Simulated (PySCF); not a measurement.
## C₆ coefficients of unlike pairs at PBE

Calculated with PySCF 2.14 from the dipole response of each species, C₆(A,B) = (3/π) ∫ α_A(iu) α_B(iu) du, in atomic units, from isotropic polarisabilities. For ions this is the dispersion term alone; charge-induced terms of lower order in 1/R come first.

```json
{"species": "Bi", "configuration": "[Xe] 4f14 5d10 6s2 6p3 (4S)", "basis": "def2-QZVPPD with the def2 core potential (60 electrons) (8s6p5d4f1g)", "relativity": "core potential", "α (bohr³)": "54.95", "C₆ (like pair)": "665.6"}
{"species": "Zn⁺", "configuration": "[Ar] 3d10 4s1 (2S)", "basis": "x2c-TZVPPall with one added diffuse shell each of s, p, d, f type (7s6p5d3f1g)", "relativity": "spin-free X2C", "α (bohr³)": "16.89", "C₆ (like pair)": "71.08"}
{"species": "C²⁺", "configuration": "[He] 2s2 (1S)", "basis": "aug-cc-pVTZ (5s4p3d2f)", "relativity": "none", "α (bohr³)": "4.215", "C₆ (like pair)": "6.495"}
{"species": "Sc", "configuration": "[Ar] 3d1 4s2 (2D)", "basis": "def2-TZVPPD (6s6p4d2f1g)", "relativity": "none", "α (bohr³)": "124.7", "C₆ (like pair)": "1516"}
```

Task: Estimate C₆ for Sc with Zn⁺.

Result: The integral gives 297.1. The combination rule 2 C_A C_B / (C_A α_B/α_A + C_B α_A/α_B) gives 295.1 and the geometric mean 328.3.

No spin-orbit coupling is included, so Bi, close to jj coupling, stand for model states.

The other pairs:

```csv
pair,C₆
"C²⁺, Zn⁺",21.23
"Sc, Bi",931.9
"Zn⁺, Bi",216.8
"C²⁺, Bi",64.56
"Sc, C²⁺",83.84
```
